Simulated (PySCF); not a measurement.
Ga(Cl)2(OMe) (CH₃Cl₂GaO), SMILES C[O][Ga]([Cl])[Cl].

Coordinates come from a PBE-D3(BJ)/def2-SVP optimisation. The structure was generated by enumeration; whether it is a known compound was not checked. The values are those of a single conformer.

The numbers are results of PySCF with PBE/def2-TZVP, not measurements.

The molecule is in vacuum.

Computed frontier levels, gap, dipole moment and polarisability:
```yaml
highest_occupied_level: -6.97 eV
lowest_empty_level: -2.69 eV
orbital_gap: 4.28 eV
dipole_moment: 1.52 D
quadrupole, principal values (traceless, Buckingham form, about the centre of nuclear charge): -6.95, 3.28, 3.67 D·Å
mean_static_polarisability: 69.5 bohr³ (10.30 Å³)
polarisability_principal_values: 49.3, 73.1, 86.1 bohr³
```
